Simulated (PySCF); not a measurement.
Numbering as in the mapped SMILES `[CH3:1][C:2]1=[C:3]([CH3:4])[C:5]([CH3:6])=[C:7]([CH3:8])[CH2:9]1`. Hydrogens are named by the atom that carries them.

[PySCF: PBE0-D3(BJ)/def2-SVP geometry; shieldings: GIAO PBE0/pcSseg-1; gas phase; rapidly exchanging positions averaged; non-relativistic; one conformer]

Q: List the cross peaks expected in HSQC, COSY and HMBC spectra.

A: 

HSQC (one-bond C–H):
```
                δH            δC
      2.52 (H(C9))     50.6 (C9)
1.98 (H(C1)/H(C8))  14.9 (C1/C8)
1.85 (H(C4)/H(C6))  12.8 (C4/C6)
```

HMBC (two and three bonds, from the bond graph):
```
                δH                                          δC
      2.52 (H(C9))  143.8 (C3/C5), 139.1 (C2/C7), 14.9 (C1/C8)
1.98 (H(C1)/H(C8))     143.8 (C3/C5), 139.1 (C2/C7), 50.6 (C9)
1.85 (H(C4)/H(C6))                143.8 (C3/C5), 139.1 (C2/C7)
```

No COSY cross peaks are expected.

Scale: TMS for 1H and 13C (reference shieldings calculated alike).

Short H···H contacts in this conformer between protons four or more bonds apart (candidates for NOE cross peaks, intensity ∝ r⁻⁶): H(C1)···H(C4) 2.14 Å, H(C6)···H(C8) 2.15 Å.

Shifts are as computed. Against solution values, carbons near 30 ppm lie about +2 ppm off and those near 130 ppm about +5 ppm. Of 1211 compounds with measured shifts, 218 miss one by over three times the rms of a fit or turn the order of signals round; such compounds aren't used in these exercises.
